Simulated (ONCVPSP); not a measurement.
## What the settings do to the ONCV potential of Te (Z = 52)

Base potential:

ONCVPSP 4.0.1 input, shortened (lines: element, Z, core and valence counts, functional; n l f; lmax; l rc ep ncon nbas qcut; lloc lpopt rc5 dvloc0; l nproj debl; icmod fcfact rcfact), PBEsol, scalar-relativistic:

```
  Te 52.00    9    2  -116133      upf
    1    0    2.00
    2    0    2.00
    2    1    6.00
    3    0    2.00
    3    1    6.00
    3    2   10.00
    4    0    2.00
    4    1    6.00
    4    2   10.00
    5    0    1.00
    5    1    5.00
    2
    0    1.60    0.00    5    8    3.60
    1    2.30    0.00    4    9    3.60
    2    2.20    0.15    4    7    4.80
    4    5    1.05    3.00
    0    2    1.10
    1    2    1.00
    2    1    1.90
    1    0.75    0.00
```

All-electron outer shells of the reference configuration (PBEsol, scalar-relativistic, ld1.x):

| shell | level (eV) | outermost node (bohr) | outermost maximum (bohr) |
| --- | --- | --- | --- |
| 4p | -115.63 | 0.38 | 0.74 |
| 4d | -42.93 | 0.36 | 0.81 |
| 5s | -15.90 | 0.91 | 1.77 |
| 5p | -6.52 | 1.00 | 2.14 |

Cutoffs, loose and tight: the cutoffs (Ha) at which the residual kinetic energy of the hardest occupied pseudo-wave falls to 1 and 0.1 mHa per electron. They do not see the model core or the augmentation charge, which bear on the density cutoff. Test errors are all-electron minus pseudo excitation energies from the reference, over the configurations 5s2 5p4; 5s2 5p3; 5s2 5p2; 5s2 5p3.5. A dash means not determined; rows that change the core or the reference have their own tests.

A true bound ghost makes a file unfit for plane-wave use even where its test errors are small: the radial tests pick states by their node count and pass the ghost by.

```tsv
change	outcome	cutoff, loose	cutoff, tight	bound ghosts	GHOST(+) flags above zero	largest test error (meV)
base	generated	60 Ha	69 Ha	s	s, p	-21
local potential polynomial inside 1.05 bohr (lpopt 5, dvloc0 5 Ha)	generated	60 Ha	69 Ha	s	s, p, d	-22
local potential polynomial inside 1.05 bohr (lpopt 5, dvloc0 7.5 Ha)	generated	60 Ha	69 Ha	s	s, p, d	-22
local potential polynomial inside 1.05 bohr (lpopt 5, dvloc0 9 Ha)	generated	60 Ha	69 Ha	s	s, p	-22
```

(1) What comes out with this change to the base: local potential polynomial inside 1.05 bohr (lpopt 5, dvloc0 -2.5 Ha)?

(2) What comes out with this change to the base: local potential polynomial inside 1.05 bohr (lpopt 5, dvloc0 0 Ha)?

## Answers

(1) outcome: generated; cutoff, loose: 60 Ha; cutoff, tight: 69 Ha; bound ghosts: s, p, d; GHOST(+) flags above zero: s; largest test error (meV): -22.

(2) outcome: generated; cutoff, loose: 60 Ha; cutoff, tight: 69 Ha; bound ghosts: s, p; GHOST(+) flags above zero: s, d; largest test error (meV): -23.

Reading the sweep of the dvloc0 (base included, trends over the rows without a ghost): Bound ghosts are found at -2.5, 0, 3, 5, 7.5, 9 Ha. Every judged row has one, so this setting neither creates nor removes them.
